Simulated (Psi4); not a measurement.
HAlClFO, singlet, at a GFN2-xTB geometry (such geometries of metal compounds can be far from the true shape); MP2/pcseg-1 (Psi4).

Input for Psi4:
```
memory 2 GB

molecule mol {
0 1
Al    0.165795    0.132861   -0.316248
F     1.808627    0.253154   -0.465768
Cl   -0.667113   -0.575583    1.374743
O    -0.768158    0.604371   -1.578109
H    -0.946783    0.944349   -2.442612
}

set {
  basis pcseg-1
  reference rhf
  freeze_core true
}

energy('mp2')
print_variables()
```

It wrote (shortened):

```
    SCF Algorithm Type (re)set to DF.

   => Loading Basis Set <=

    Name: PCSEG-1
    Role: ORBITAL
    Keyword: BASIS

         ---------------------------------------------------------
                                   SCF
               by Justin Turney, Rob Parrish, Andy Simmonett
                          and Daniel G. A. Smith
                              RHF Reference
         ---------------------------------------------------------

  ==> Geometry <==

    Molecular point group: c1
    Full point group: C1

    Geometry (in Angstrom), charge = 0, multiplicity = 1:

       Center              X                  Y                   Z               Mass
    ------------   -----------------  -----------------  -----------------  -----------------
         AL           0.142666830860     0.144239689416    -0.346753243210    26.981538530000
         F            1.785498830860     0.264532689416    -0.496273243210    18.998403162730
         CL          -0.690241169140    -0.564204310584     1.344237756790    34.968852682000
         O           -0.791286169140     0.615749689416    -1.608614243210    15.994914619570
         H           -0.969911169140     0.955727689416    -2.473117243210     1.007825032230

  Running in c1 symmetry.

  Rotational constants: A =      0.22844  B =      0.10974  C =      0.07413 [cm^-1]
  Rotational constants: A =   6848.58951  B =   3289.84048  C =   2222.31322 [MHz]
  Nuclear repulsion =  201.271635051783960

  Charge       = 0
  Multiplicity = 1
  Electrons    = 48
  Nalpha       = 24
  Nbeta        = 24

  ==> Algorithm <==

  SCF Algorithm Type is DF.
  DIIS enabled.
  MOM disabled.
  Fractional occupation disabled.
  Guess Type is SAD.
  Energy threshold   = 1.00e-08
  Density threshold  = 1.00e-08
  Integral threshold = 1.00e-12

  ==> Primary Basis <==

  Basis Set: PCSEG-1
    Blend: PCSEG-1
    Number of shells: 31
    Number of basis functions: 69
    Number of Cartesian functions: 73
    Spherical Harmonics?: true
    Max angular momentum: 2

   => Loading Basis Set <=

    Name: (PCSEG-1 AUX)
    Role: JKFIT
    Keyword: DF_BASIS_SCF

  ==> Integral Setup <==

  SCF_SUBTYPE=INCORE selected. In-core MEM_DF algorithm will be used.
  Using in-core AOs.

  ==> MemDFJK: Density-Fitted J/K Matrices <==

    J tasked:                   Yes
    K tasked:                   Yes
    wK tasked:                   No
    Algorithm:                 Core
    Schwarz Cutoff:           1E-12
    Mask sparsity (%):       2.5205
    Fitting Condition:        1E-10

   => Auxiliary Basis Set <=

  Basis Set: (PCSEG-1 AUX)
    Blend: DEF2-UNIVERSAL-JKFIT
    Number of shells: 132
    Number of basis functions: 428
    Number of Cartesian functions: 516
    Spherical Harmonics?: true
    Max angular momentum: 4

  Minimum eigenvalue in the overlap matrix is 2.2622469627E-02.
  Reciprocal condition number of the overlap matrix is 5.9706288394E-03.
    Using symmetric orthogonalization.

  ==> Pre-Iterations <==

  SCF Guess: Superposition of Atomic Densities via on-the-fly atomic UHF (no occupation information).

   -------------------------
    Irrep   Nso     Nmo
   -------------------------
     A         69      69
   -------------------------
    Total      69      69
   -------------------------

  ==> Iterations <==

                           Total Energy        Delta E     RMS |[F,P]|

   @DF-RHF iter SAD:  -875.28563706573368   -8.75286e+02   0.00000e+00
   @DF-RHF iter   1:  -876.26166872565921   -9.76032e-01   9.00434e-03 ADIIS/DIIS
   @DF-RHF iter   2:  -876.34741258855865   -8.57439e-02   6.03135e-03 ADIIS/DIIS
   @DF-RHF iter   3:  -876.40505846236499   -5.76459e-02   3.51883e-04 ADIIS/DIIS
   @DF-RHF iter   4:  -876.40544029916441   -3.81837e-04   9.69252e-05 DIIS
   @DF-RHF iter   5:  -876.40547182774719   -3.15286e-05   2.47537e-05 DIIS
   @DF-RHF iter   6:  -876.40547433198117   -2.50423e-06   1.03610e-05 DIIS
[...]
  Energy and wave function converged.

  ==> Post-Iterations <==

    Orbital Energies [Eh]
    ---------------------

    Doubly Occupied:

[...]
    Virtual:

[...]
    Final Occupation by Irrep:
              A
    DOCC [    24 ]
    NA   [    24 ]
    NB   [    24 ]

  @DF-RHF Final Energy:  -876.40547472466335

   => Energetics <=

    Nuclear Repulsion Energy =            201.2716350517839601
    One-Electron Energy =               -1617.6818355454172433
    Two-Electron Energy =                 540.0047257689699336
    Total Energy =                       -876.4054747246633497

Computation Completed

Properties will be evaluated at   0.000000,   0.000000,   0.000000 [a0]

Properties computed using the SCF density matrix

 Multipole Moments:

 ------------------------------------------------------------------------------------
     Multipole            Electronic (a.u.)      Nuclear  (a.u.)        Total (a.u.)
 ------------------------------------------------------------------------------------

 L = 1.  Multiply by 2.5417464519 to convert [e a0] to [Debye]
 Dipole X            :          1.6787177           -2.0978646           -0.4191469
 Dipole Y            :         -0.7772222            1.0320968            0.2548746
 Dipole Z            :          2.0927733           -2.7670139           -0.6742406
 Magnitude           :                                                    0.8338139

 ------------------------------------------------------------------------------------

  //>>>>>>>>>>>>>>>>>>>>>>>>>>>>>>>>>>>//
  //               DFMP2               //
  //<<<<<<<<<<<<<<<<<<<<<<<<<<<<<<<<<<<//

   => Loading Basis Set <=

    Name: (PCSEG-1 AUX)
    Role: RIFIT
    Keyword: DF_BASIS_MP2

	 --------------------------------------------------------
	                          DF-MP2
	      2nd-Order Density-Fitted Moller-Plesset Theory

	        Rob Parrish, Justin Turney, Andy Simmonett,
	           Ed Hohenstein, and C. David Sherrill
	 --------------------------------------------------------

   => Auxiliary Basis Set <=

  Basis Set: (PCSEG-1 AUX)
    Blend: DEF2-SVP-RI
    Number of shells: 78
    Number of basis functions: 234
    Number of Cartesian functions: 271
    Spherical Harmonics?: true
    Max angular momentum: 3

	 --------------------------------------------------------
	                 NBF =    69, NAUX =   234
	 --------------------------------------------------------
	   CLASS    FOCC     OCC    AOCC    AVIR     VIR    FVIR
	   PAIRS      12      24      12      45      45       0
	 --------------------------------------------------------

	-----------------------------------------------------------
	 ==================> DF-MP2 Energies <====================
	-----------------------------------------------------------
	 Reference Energy          =    -876.4054747246633497 [Eh]
	 Singles Energy            =      -0.0000000000000000 [Eh]
	 Same-Spin Energy          =      -0.1542815926525433 [Eh]
	 Opposite-Spin Energy      =      -0.4037929827510394 [Eh]
	 Correlation Energy        =      -0.5580745754035826 [Eh]
	 Total Energy              =    -876.9635493000669157 [Eh]
	-----------------------------------------------------------
	 ================> DF-SCS-MP2 Energies <==================
	-----------------------------------------------------------
	 SCS Same-Spin Scale       =       0.3333333333333333 [-]
	 SCS Opposite-Spin Scale   =       1.2000000000000000 [-]
	 SCS Same-Spin Energy      =      -0.0514271975508478 [Eh]
	 SCS Opposite-Spin Energy  =      -0.4845515793012472 [Eh]
	 SCS Correlation Energy    =      -0.5359787768520949 [Eh]
	 SCS Total Energy          =    -876.9414535015154115 [Eh]
	-----------------------------------------------------------

  Variable Map:
  ----------------------------------------------------------------------------
[...]
  Array Variable Map:
  ----------------------------------------------------------------------------
[...]
[...]
```
